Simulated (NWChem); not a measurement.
System: bromine monochloride (BrCl); SMILES BrCl

Parts of the log:

```
             Northwest Computational Chemistry Package (NWChem) 7.3.0
             --------------------------------------------------------

 ORDER OF PRIMARY AXIS IS BEING SET TO 4
 C4V symmetry detected

                             Geometry "geometry" -> ""
                             -------------------------

 Output coordinates in angstroms (scale by  1.889725989 to convert to a.u.)

  No.       Tag          Charge          X              Y              Z
 ---- ---------------- ---------- -------------- -------------- --------------
    1 Cl                  17.0000     0.00000000     0.00000000     1.45688106
    2 Br                  35.0000     0.00000000     0.00000000    -0.70762794

 Effective nuclear repulsion energy (a.u.)     145.4650745988

      Symmetry information
      --------------------

 Group name             C4v
 Group number             18
 Group order               8
 No. of unique centers     2

                                 NWChem DFT Module
                                 -----------------

 Summary of "ao basis" -> "ao basis" (spherical)
 ------------------------------------------------------------------------------
       Tag                 Description            Shells   Functions and Types
 ---------------- ------------------------------  ------  ---------------------
 Cl                         def2-svp                 8       18   4s3p1d
 Br                         def2-svp                12       32   5s4p3d

      Symmetry analysis of basis
      --------------------------

        a1         20
        a2          0
        b1          4
        b2          4
        e          22

            General Information
            -------------------
          SCF calculation type: DFT
          Wavefunction type:  closed shell.
          No. of atoms     :     2
          No. of electrons :    52
           Alpha electrons :    26
            Beta electrons :    26
          Charge           :     0
          Spin multiplicity:     1
          Use of symmetry is: on ; symmetry adaption is: on
          Maximum number of iterations: 150
          AO basis - number of functions:    50
                     number of shells:    20
          Convergence on energy requested:  1.00D-06
          Convergence on density requested:  1.00D-05
          Convergence on gradient requested:  5.00D-04

              XC Information
              --------------
                         B3LYP Method XC Potential
                     Hartree-Fock (Exact) Exchange  0.200
                        Slater Exchange Functional  0.800 local
                    Becke 1988 Exchange Functional  0.720 non-local
              Lee-Yang-Parr Correlation Functional  0.810
                  VWN I RPA Correlation Functional  0.190 local

             Grid Information
             ----------------
          Grid used for XC integration:  medium
          Radial quadrature: Mura-Knowles
          Angular quadrature: Lebedev.
          Tag              B.-S. Rad. Rad. Pts. Rad. Cut. Ang. Pts.
          ---              ---------- --------- --------- ---------
          Cl                  1.00       88           7.0       590
          Br                  1.15      112           7.0       590
          Grid pruning is: on
          Number of quadrature shells:   200
          Spatial weights used:  Erf1

      Superposition of Atomic Density Guess
      -------------------------------------

 Sum of atomic energies:       -3031.40932772

      Non-variational initial energy
      ------------------------------

 Total energy =   -3031.480548
 1-e energy   =   -4507.313686
 2-e energy   =    1330.368064
 HOMO         =      -0.331918
 LUMO         =      -0.115487

      Symmetry analysis of molecular orbitals - initial
      -------------------------------------------------

 !! scf_movecs_sym_adapt:    8 vectors were symmetry contaminated

  Symmetry fudging

 !! scf_movecs_sym_adapt:    6 vectors were symmetry contaminated

  Numbering of irreducible representations:

     1 a1          2 a2          3 b1          4 b2          5 e

  Orbital symmetries:

     1 a1          2 a1          3 a1          4 a1          5 e
     6 e           7 a1          8 a1          9 a1         10 e
    11 e          12 a1         13 e          14 e          15 a1
    16 e          17 e          18 b1         19 b2         20 a1
    21 a1         22 a1         23 e          24 e          25 e
    26 e          27 a1         28 a1         29 e          30 e
    31 a1         32 a1         33 b1         34 b2         35 e
    36 e

     ---------------------------------------------
      Total Density - Mulliken Population Analysis
     ---------------------------------------------

    Atom       Charge   Shell Charges
 -----------   ------   -------------------------------------------------------
    1 Cl  17    17.09   2.00  1.99  1.23  0.72  5.94  2.01  3.18  0.02
    2 Br  35    34.91   2.00  2.00  2.00  1.38  0.58  6.00  5.99  2.15  2.79  8.23  1.73  0.08

   convergence    iter        energy       DeltaE   RMS-Dens  Diis-err
 ---------------- ----- ----------------- --------- --------- ---------
 d= 0,ls=0.0,diis     1  -3033.8865299942 -3.18D+03  1.22D-02  2.99D-01
 d= 0,ls=0.0,diis     2  -3033.9007157075 -1.42D-02  5.67D-03  7.86D-02
 d= 0,ls=0.0,diis     3  -3033.9101676381 -9.45D-03  1.51D-03  1.04D-02

 !! scf_movecs_sym_adapt:    2 vectors were symmetry contaminated

  Symmetry fudging
 d= 0,ls=0.0,diis     4  -3033.9114172620 -1.25D-03  3.61D-04  5.39D-04
 d= 0,ls=0.0,diis     5  -3033.9114431794 -2.59D-05  1.55D-04  6.01D-05
  Resetting Diis
 d= 0,ls=0.0,diis     6  -3033.9114522769 -9.10D-06  1.99D-05  9.66D-07
 d= 0,ls=0.0,diis     7  -3033.9114524466 -1.70D-07  5.56D-06  3.77D-08

[...]
```

Level: B3LYP/def2-SVP. Coordinates come from a PBE0/def2-SVP optimisation.

**Question.** Write an input that gives this output.

**Answer.** One answer among several that fit: the input that was run:
```
start job
memory heap 200 mb stack 900 mb global 1100 mb
geometry units angstroms noautoz
  Cl     0.000000     0.000000     1.451792
  Br     0.000000     0.000000    -0.712717
end
basis spherical
  Cl library def2-svp
  Br library def2-svp
end
dft
  xc b3lyp
  iterations 150
  mulliken
end
task dft energy
```
